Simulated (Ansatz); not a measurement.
Two structures of SnSiH$_{8}$S, singlet, reached by relaxing down either side of one saddle point (PBE0-D4/def2-TZVP). Energies are electronic, without zero-point energy. Computed with Ansatz 0.2.0 (basis: def2-TZVPP and def2-QZVPP); correlated methods freeze the cores. Filled d shells of the heavier atoms are correlated. Core potentials replace the inner electrons of the atoms past krypton. The def2 sets are not built for correlating such inner shells, so the correlated values are less sure here. Extrapolation: Hartree–Fock as exp(−7.88 √X), correlation as X^−2.97. First:

```
atom    x (Å)    y (Å)    z (Å)
 Sn1  -1.0801  -0.6747  -0.9828
 Si2   1.0567  -1.2994   0.2823
  H3  -1.4821  -1.9528  -2.0506
  H4  -2.3993  -0.4423   0.0713
  H5  -0.8631   0.7296  -1.9284
  H6   0.5134   2.3184   1.8686
  S7  -0.5185   2.6031   1.0602
  H8   1.3855  -0.2988   1.3312
  H9   2.2015  -1.3808  -0.6643
 H10   0.8927  -2.6266   0.9336
 H11   0.2933   3.0243   0.0791
```

Second:

Sn1  (-1.815, 0.484, -0.896)
Si2  (1.697, -1.038, 0.817)
H3  (-1.419, -0.910, 0.007)
H4  (-3.499, 0.724, -0.941)
H5  (-1.152, 0.372, -2.463)
H6  (0.907, -0.424, 1.912)
S7  (-0.944, 2.433, 0.207)
H8  (3.131, -1.093, 1.198)
H9  (1.556, -0.207, -0.410)
H10  (1.200, -2.407, 0.536)
H11  (0.337, 2.066, 0.032)
(Å)

Question: Which bonds change from the first to the second?

Answer: SnSiH₆ ([SiH3][SnH3]) + H₂S → SnH₄S ([SH][SnH3]) + SiH₄; bonds formed: Sn1–S7, Si2–H6; bonds broken: Sn1–Si2, H6–S7.

Question: Give the saddle point's structure and its height above each. (To be estimated.)

Answer: By the calculation: 49.49 kcal/mol above the first and 57.06 kcal/mol above the second (CCSD(T) at an estimated basis limit (MP2 extrapolated from triple and quadruple zeta, plus CCSD(T) − MP2 in triple zeta)).
```
atom    x (Å)    y (Å)    z (Å)
 Sn1  -1.2102   0.0128  -0.7665
 Si2   1.1715  -0.9237   0.6195
  H3  -0.6418  -1.4404  -1.5229
  H4  -2.5292  -0.3365   0.2431
  H5  -1.4866   1.0952  -2.0563
  H6   0.2408   0.6612   0.7216
  S7  -0.5045   2.1860   0.7916
  H8   2.0382  -0.5446   1.7732
  H9   2.0290  -1.0771  -0.5871
 H10   0.5229  -2.2293   0.9247
 H11   0.3700   2.5966  -0.1409
```

No T1 diagnostic of these runs exceeds 0.016. The start structure is not quite a true minimum (one mode of 33i cm⁻¹).

Labels in which every atom is bracketed show which atoms are joined, not bond orders.

For scale, one of the runs: CCSD(T)/def2-TZVPP, 246 basis functions, launched by `ansatz run in.yaml --threads 4 --pin off --events-out ev --progress --plain --max-ram 9574MiB`. Time: 2.7 min of wall clock on 4 CPU threads of an Intel Xeon; the host was shared. Peak host memory: 5 GiB.
